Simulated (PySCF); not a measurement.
**Deuteron quadrupole couplings in `CC(C)(C)PCO`**

Species: C5H13OP.
Structure used (GFN2-xTB), in Å, numbered top down from 1:
```xyz
20
C5H13OP angstrom
C     -1.1102    0.5180    0.7976
C     -0.5865   -0.1606   -0.4656
C     -1.6459   -0.0837   -1.5689
C     -0.2443   -1.6220   -0.1753
P      0.9561    0.6685   -1.1840
C      2.0519    0.8980    0.3247
O      2.6331   -0.3106    0.7471
H     -1.2266    1.5912    0.6490
H     -2.0846    0.1035    1.0537
H     -0.4457    0.3483    1.6415
H     -1.9214    0.9514   -1.7656
H     -1.2693   -0.5179   -2.4941
H     -2.5406   -0.6290   -1.2723
H      0.5365   -1.6899    0.5801
H     -1.1241   -2.1509    0.1883
H      0.1050   -2.1183   -1.0801
H      0.4502    1.9745   -1.1114
H      1.4928    1.2877    1.1776
H      2.8240    1.6345    0.0515
H      3.1445   -0.6821    0.0189
```

Level: PBE0/pcSseg-1 (PySCF, non-relativistic); Q(2H) = 0.00286 b; rigid geometry, the same for H and D, with no vibrational averaging.

Problem. Rank these positions by the coupling χzz of a deuteron there, largest first.
A. H17 (P–H hydrogen)
B. H19 (methylene hydrogen)
C. H20 (hydroxyl hydrogen)
D. H14 (methyl hydrogen)
E. H13 (methyl hydrogen)

Solution. C (311 kHz), E (211 kHz), D (204 kHz), B (190 kHz), A (130 kHz).

Problem. Tabulate Vzz, the asymmetry η and χzz = 234.96 MHz × Q × Vzz for every hydrogen position.

Solution. 
```
atom  bonded to  bond length (Å)  Vzz (au)     η  χzz (kHz)
  H8         C1            1.090    0.3119  0.02        210
  H9         C1            1.089    0.3125  0.02        210
 H10         C1            1.087    0.3145  0.01        211
 H11         C3            1.089    0.3125  0.02        210
 H12         C3            1.089    0.3106  0.02        209
 H13         C3            1.089    0.3137  0.02        211
 H14         C4            1.089    0.3041  0.02        204
 H15         C4            1.089    0.3141  0.02        211
 H16         C4            1.090    0.3113  0.02        209
 H17         P5            1.402    0.1937  0.09        130
 H18         C6            1.092    0.2994  0.07        201
 H19         C6            1.102    0.2833  0.07        190
 H20         O7            0.964    0.4623  0.14        311
```

Problem. Average by the element that carries the hydrogen.

Solution. on C: 207 kHz over 11 positions, mean bond length 1.090 Å; on P: 130 kHz over 1 position, mean bond length 1.402 Å; on O: 311 kHz over 1 position, mean bond length 0.964 Å.

Problem. How does χzz go with the bond length over the 11 C–H bonds?

Solution. A straight-line fit has a slope of -15.3 kHz for each 0.01 Å, with a correlation coefficient of -0.93, over lengths from 1.087 to 1.102 Å. The longer bonds have the smaller couplings here.

One conformer (not necessarily the lowest) at the GFN2-xTB geometry, without solvent, vibrations or thermal averaging. GFN2-xTB bond lengths can be off by several hundredths of an ångström, more for odd bonds, and the gradients follow them. The small basis limits the accuracy of the gradients.

The run behind these numbers computed NMR shieldings as well. Time: 50 s of wall time; peak memory 0.86 GiB. Hardware: Arm Neoverse N1, one thread, shared host with 64 logical CPUs at a one-minute load of 51.
